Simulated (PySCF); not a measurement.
# Dipole response of Nb²⁺ (niobium, charge +2)

[Kr] 4d3, high-spin 4F determinant. Computed with PySCF 2.14 in aug-cc-pwCVTZ-PP with ECP28MDF, with a scalar-relativistic core potential. Coupled (time-dependent) response in atomic units; α is the mean over directions.

```tsv
method	mean α (bohr³)	C₆ (like pair)	S(−4)
PBE0	11.23	58.39	62.93
PBEsol	11.95	62.45	76.10
```

S(−4) is the Cauchy moment in α(ω) = α(0) + S(−4) ω² + …

Spin-orbit coupling is absent.

α(iu) at PBE0:

```tsv
u (hartree)	α(iu) (bohr³)
0	11.23
0.0500	11.08
0.100	10.66
0.200	9.430
0.300	8.181
0.500	6.271
0.750	4.718
1.00	3.678
1.50	2.386
2.00	1.646
3.00	0.8946
5.00	0.3715
```

A single London oscillator, α(iu) = α/(1 + u²/ω²), gives C₆ = (3/4) ω α². Matching the computed C₆ needs ω = 4 × 58.39 / (3 × 11.23²) = 0.617 hartree.

For an ion, C₆ is the dispersion term alone; charge-induced terms of lower order in 1/R come first.

Energies and moments cover only the electrons outside the core potential.
